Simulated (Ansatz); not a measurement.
Cartesian coordinates in Å:
```
B 1.2751 1.0767 0.3827
C 0.0451 0.1944 0.1963
Al -1.7606 0.8677 0.3540
C 0.2991 -0.7502 -1.0322
C 0.2653 -1.3216 0.3109
H 2.3706 0.5758 0.3856
H 1.1963 2.2700 0.4868
H -2.9490 -0.1331 -0.0006
H -2.0660 2.3566 0.8103
H 1.2561 -0.6577 -1.5330
H -0.5394 -0.9142 -1.7005
H 1.2019 -1.6416 0.7532
H -0.5945 -1.9229 0.5867
```

Charge 0, multiplicity 1.

Problem. List the PBE/def2-TZVPP orbital energies in eV (Ansatz). (Estimate.)

Solution. The calculation gave: Occupied: -1506.35, -269.80, -269.46, -268.73, -176.74, -106.64, -68.78, -68.51, -68.49, -21.54, -15.07, -14.69, -12.72, -11.84, -10.27, -9.27, -9.13, -8.42, -7.63, -7.36, -7.01, -6.31. Lowest empty: -2.22, -2.02, 0.08, 0.50, 1.11, 1.25, 1.42, 1.94.
